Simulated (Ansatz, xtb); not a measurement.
Pulling on the Cd1–H2 bond in CdFH (SMILES [F][CdH]) (multiplicity 1 held, fragments rigid). Energies count from the point at 1.635 Å.
Geometry at that point (charge 0, multiplicity 1):
```xyz
3

Cd     0.000     0.000    -0.275
H      0.000     0.000    -1.910
F      0.000     0.000     1.678
```

R- and RO- levels are restricted; in cc, def2 and unpolarised 6-31G sets they are followed outwards from rest. U- levels take the lowest unrestricted solution at each point, which mixes spins at long bonds. Levels need not reach the same state.

Frozen-core correlation.

Programs: Ansatz (Gaussian basis) for Hartree–Fock, density functionals and correlated methods; xtb for the GFN methods.  In def2 rows elements past Kr take small-core potentials, without spin–orbit coupling. The GFN methods have no spin term and hold the electronic entropy of 300 K.

**Question.** One of these levels gives 363.8 kJ/mol for the energy at R = 5.232 Å. Which?
(A) R-MP2/def2-TZVPP
(B) GFN2-xTB
(C) U-B3LYP/def2-TZVPP
(D) R-wB97X-V/def2-TZVPP

**Answer.** B, GFN2-xTB. The others give 312.5 (U-B3LYP/def2-TZVPP), 588.7 (R-wB97X-V/def2-TZVPP), 457.7 (R-MP2/def2-TZVPP)

Doubts at one or more of the structures used: a spin-contaminated determinant (U-B3LYP/def2-TZVPP); a restricted determinant that unrestricted orbitals would lower (R-wB97X-V/def2-TZVPP, R-MP2/def2-TZVPP).

Ansatz is a first-principles code.
